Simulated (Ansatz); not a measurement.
Basis sets compared for AgBr₂⁻ (the lowest singlet isomer of a short search). Charge -1, multiplicity 1. Geometry PBE-D4/def2-TZVPD. Ansatz on 4 threads of Arm Neoverse V1 on a shared host; times are rough, and most runs start from earlier orbitals.

Cartesian coordinates in Å:
```
Ag 0.000 0.000 0.000
Br 0.674 2.353 0.334
Br -0.674 -2.353 -0.334
```

In the def2 sets Ag takes a core potential; there is no spin–orbit coupling. The structure comes from a short search, and lower isomers may exist.

```csv
level,functions,energy (Eh),HOMO (eV),LUMO (eV),wall time
PBE-D4/def2-SVPD,116,-5294.1084,-1.72,2.34,1.6 s
PBE0-D4/def2-SVPD,116,-5294.2710,-2.96,3.03,1.8 s
```

(1) Estimate the rows for PBE-D4/def2-TZVPD, PBE0-D4/def2-TZVPD (with forces).

Answers

(1) 
| level | functions | energy (Eh) | HOMO (eV) | LUMO (eV) | wall time |
| --- | --- | --- | --- | --- | --- |
| PBE-D4/def2-TZVPD | 154 | -5294.7626 | -1.70 | 2.35 | 2.1 s |
| PBE0-D4/def2-TZVPD (with forces) | 154 | -5294.9234 | -2.94 | 3.01 | 3.8 s |
